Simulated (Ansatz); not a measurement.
Compare A (`OC1([SeH])CC1`) with its isomer B (`C/C(O)=C\[SeH]`).

Calculated with Ansatz (gas phase, PBE0-D4/def2-TZVP geometries, no zero-point term in ΔE). CCSD(T)/CBS adds triple-zeta CCSD(T) − MP2 to the extrapolated MP2 energy (def2 sets, frozen cores). DFT in def2-TZVPP. B3LYP here is the variant with VWN-RPA as its local correlation; programs differ in this. For Se outer-core shells are correlated without core-valence functions, which leaves a few kJ/mol of doubt a bond. Scalar relativity is left out up to krypton. Each species was taken in one conformer, which may not be the lowest.

A:

```xyz
11

O    -0.745    1.094   -0.992
C    -0.340    0.166   -0.048
Se   -1.613   -0.207    1.365
C     0.493   -0.998   -0.491
C     1.115    0.164    0.242
H    -1.556    0.772   -1.399
H    -1.576    1.150    1.929
H     0.400   -1.944    0.027
H     0.675   -1.067   -1.556
H     1.439    0.013    1.263
H     1.708    0.857   -0.342
```

B:

Z-matrix (Å, degrees):
```
C
C 1 1.487
H 1 1.096 2 110.0
H 1 1.095 2 110.4 3 118.9
H 1 1.088 2 111.1 3 -120.4
O 2 1.360 1 115.4 3 -55.8
C 2 1.335 1 127.2 3 124.5
H 6 0.961 2 109.4 1 2.0
Se 7 1.894 2 123.8 1 5.4
H 7 1.083 2 118.8 1 179.5
H 9 1.474 7 96.7 2 -110.6
```

(1) Which is lower in electronic energy at CCSD(T)/CBS, and by how much? (An estimate is asked.)

(2) Give E(B) − E(A) in kJ/mol with PBE-D4, PBE0-D4, B3LYP-D4, MP2/def2-TZVPP, HF/def2-TZVPP, B2PLYP, r2SCAN-D4. (Best estimate.)

Largest T1 diagnostic: 0.011.

Results:

(1) Computed: B, by 47.8 kJ/mol.

(2) Ansatz gave: PBE-D4 -45.4, PBE0-D4 -39.8, B3LYP-D4 -56.5, MP2/def2-TZVPP -38.9, HF/def2-TZVPP -58.0, B2PLYP -52.8, r2SCAN-D4 -45.7. None reverses the order clearly.

From PBE to PBE0 (25 % exact exchange), in def2-TZVPP and without D4, E(B) − E(A) moves by +5.8 kJ/mol. In def2-TZVPP, CCSD(T) changes the Hartree–Fock value by +10.8 kJ/mol (the triples alone add −1.3 kJ/mol) and MP2 by +19.1 kJ/mol.
